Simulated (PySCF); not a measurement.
C7H14, SMILES CC1CCCCC1, singlet, GFN2-xTB optimised geometry.

```
21

C     -1.31    -2.05     0.00
C     -0.77    -0.62     0.00
C     -1.28     0.15    -1.21
C     -0.74     1.58    -1.22
C      0.79     1.57    -1.21
C      1.31     0.80     0.00
C      0.76    -0.62     0.00
H     -0.99    -2.58    -0.89
H     -2.40    -2.04     0.02
H     -0.96    -2.60     0.87
H     -1.11    -0.12     0.91
H     -2.37     0.17    -1.21
H     -0.96    -0.36    -2.13
H     -1.10     2.11    -0.33
H     -1.10     2.11    -2.10
H      1.17     2.60    -1.19
H      1.15     1.10    -2.12
H      1.00     1.31     0.92
H      2.40     0.78    -0.01
H      1.12    -1.15    -0.89
H      1.13    -1.16     0.88
```

Density from CAM-B3LYP/def2-SVP (PySCF) at that geometry.

Minimum of the electron density along straight lines between bonded atoms, close to the bond critical point (lines longer than 1.1 times the sum of covalent radii, or with two minima, are not listed):

| bond | length / Å | ρ at the minimum / e bohr⁻³ | ∇²ρ there / e bohr⁻⁵ | position (fraction from the first atom) |
|---|---|---|---|---|
| C1–C2 | 1.526 | 0.247 | -0.57 | 0.50 |
| C2–C3 | 1.529 | 0.247 | -0.58 | 0.50 |
| C3–C4 | 1.526 | 0.247 | -0.58 | 0.50 |
| C4–C5 | 1.525 | 0.248 | -0.58 | 0.50 |
| C5–C6 | 1.525 | 0.248 | -0.58 | 0.50 |
| C2–C7 | 1.529 | 0.247 | -0.58 | 0.50 |
| C6–C7 | 1.526 | 0.247 | -0.58 | 0.50 |
| C1–H8 | 1.088 | 0.276 | -1.01 | 0.62 |
| C1–H9 | 1.088 | 0.276 | -1.02 | 0.63 |
| C1–H10 | 1.088 | 0.276 | -1.02 | 0.63 |
| C2–H11 | 1.096 | 0.275 | -0.99 | 0.62 |
| C3–H12 | 1.092 | 0.276 | -1.00 | 0.62 |
| C3–H13 | 1.093 | 0.275 | -0.99 | 0.62 |
| C4–H14 | 1.093 | 0.276 | -1.00 | 0.62 |
| C4–H15 | 1.092 | 0.276 | -1.00 | 0.62 |
| C5–H16 | 1.092 | 0.276 | -1.00 | 0.62 |
| C5–H17 | 1.093 | 0.276 | -1.00 | 0.62 |
| C6–H18 | 1.093 | 0.276 | -1.00 | 0.62 |
| C6–H19 | 1.092 | 0.276 | -1.00 | 0.62 |
| C7–H20 | 1.093 | 0.275 | -0.99 | 0.62 |
| C7–H21 | 1.092 | 0.276 | -1.00 | 0.62 |
